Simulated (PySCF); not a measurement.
Species: C₇H₁₁F.
Atom-mapped SMILES: `[CH2:1]=[CH:2][CH2:3][C:4]1([CH2:5][F:6])[CH2:7][CH2:8]1`

Cartesian coordinates in Å at the GFN2-xTB level; atoms count from 1:
```
atom  x, y, z in Å
C1     2.796   -0.036    0.643
C2     1.622   -0.621    0.499
C3     0.712   -0.425   -0.675
C4    -0.652    0.083   -0.242
C5    -0.576    1.468    0.371
F6    -1.807    1.914    0.780
C7    -1.864   -0.271   -1.052
C8    -1.657   -0.889    0.300
H9     3.189    0.636   -0.103
H10    3.420   -0.207    1.504
H11    1.246   -1.291    1.262
H12    1.163    0.276   -1.383
H13    0.580   -1.384   -1.184
H14   -0.204    2.198   -0.359
H15    0.073    1.471    1.254
H16   -2.639    0.473   -1.152
H17   -1.733   -0.888   -1.929
H18   -1.382   -1.932    0.352
H19   -2.297   -0.564    1.106
```

Definitions: NICS(0) = −σiso at the ring centroid; NICS(1) = −σiso and NICS(1)zz = −σzz at ±1 Å along the ring normal z. Level: GIAO PBE0/pcSseg-1 (PySCF, non-relativistic, gas phase) on the GFN2-xTB geometry, one conformer.

Ring bond lengths (Å), with Mayer bond orders in brackets: C4–C7 1.500 (0.95), C7–C8 1.501 (0.96), C8–C4 1.500 (0.93).

Problem. Give the NICS values of each ring in ppm.

Solution. 
```
    ring                                            type  NICS(0)  NICS(1), two faces  NICS(1)zz, two faces  rms pucker (Å)  centre to ring atoms, mean (Å)
C4–C7–C8  3-membered carbocycle; formal bonds all single    -44.9         -9.2 / -8.0         -25.0 / -21.0            0.00                            0.87
```

Problem. What can be read from them?

Solution. 
- C4–C7–C8: mean NICS(1)zz -23.0 ppm, shielded. C4, C7, C8 have four or more neighbours, and the NICS criterion for π rings isn't applied. The two faces differ by 4.0 ppm, so no symmetry operation interchanges them. NICS(0) lies 36 ppm below the mean NICS(1).

Problem. What is the mean of the two in-plane components of NICS at the second NICS(1) probe listed for ring C4–C7–C8, 1 Å off the ring?

Solution. The isotropic value is a third of the trace: (3 × -8.0 − (-21.0))/2 = -1.5 ppm.

Problem. What are the shieldings of the ring atoms and their hydrogens in the same run (means over atoms taken as equivalent)?

Solution. 
```tsv
atoms	environment	σ isotropic (ppm)	principal values of the symmetric part, first atom (ppm)
C4	three-membered-ring carbon	165.9	138.9, 151.9, 206.9
C7 (×2)	three-membered-ring carbon	177.3	152.0, 175.9, 202.1
H16 (×2)	methylene hydrogen	30.89	24.6, 28.5, 39.6
H17 (×2)	methylene hydrogen	31.41	25.6, 28.3, 40.5
```
